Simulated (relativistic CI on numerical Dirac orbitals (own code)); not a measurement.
**Ligand-field terms of d9**

Computed with a parametric ligand-field model of a d^n configuration (Racah B and C, spin-orbit zeta, crystal field), exact diagonalisation.

Field parameters in Wybourne normalisation: D3d B²₀ = −7Dσ, B⁴₀ = −14Dq − 21Dτ, B⁴₃ = −14√(10/7) Dq; D4h B²₀ = −7Ds, B⁴₀ = 21(Dq − Dt), B⁴₄ = 21√(5/14) Dq. The field is a parameter set, without covalency.

Task: Ground term and bands for B = 870, C = 4240, ζ = 0 cm⁻¹, D3d, 10Dq = 10450, Dσ = 1200, Dτ = 360 cm⁻¹?

Result: Ground term 2E with 3.01 electrons in the two orbitals of the cubic e set. Spin-allowed: 2E 9995 cm⁻¹ (1000 nm), 2A1 15923 cm⁻¹ (628 nm). Lowest spin-forbidden: none.

Task: Ground term and bands for B = 390, C = 1470, ζ = 0 cm⁻¹, D3d, 10Dq = 25100, Dσ = 630, Dτ = -460 cm⁻¹?

Result: Ground term 2E with 3.01 electrons in the two orbitals of the cubic e set. Spin-allowed: 2A1 22690 cm⁻¹ (441 nm), 2E 24030 cm⁻¹ (416 nm). Lowest spin-forbidden: none.

Task: Ground term and bands for B = 340, C = 1300, ζ = 0 cm⁻¹, D3d, 10Dq = 18900, Dσ = -1200, Dτ = -290 cm⁻¹?

Result: Ground term 2E with 3.00 electrons in the two orbitals of the cubic e set. Spin-allowed: 2A1 14136 cm⁻¹ (707 nm), 2E 19721 cm⁻¹ (507 nm). Lowest spin-forbidden: none.

Task: Ground term and bands for B = 400, C = 2000, ζ = 0 cm⁻¹, D4h, 10Dq = 33300, Ds = -1500, Dt = -400 cm⁻¹?

Result: Ground term 2A1 with 3.00 electrons in the two orbitals of the cubic e set. Spin-allowed: 2B1 8000 cm⁻¹ (1250 nm), 2E 38800 cm⁻¹ (258 nm), 2B2 41300 cm⁻¹ (242 nm). Lowest spin-forbidden: none.

Task: Ground term and bands for B = 840, C = 3420, ζ = 0 cm⁻¹, D4h, 10Dq = 20200, Ds = -1500, Dt = 20 cm⁻¹?

Result: Ground term 2A1 with 3.00 electrons in the two orbitals of the cubic e set. Spin-allowed: 2B1 5900 cm⁻¹ (1695 nm), 2E 21500 cm⁻¹ (465 nm), 2B2 26100 cm⁻¹ (383 nm). Lowest spin-forbidden: none.
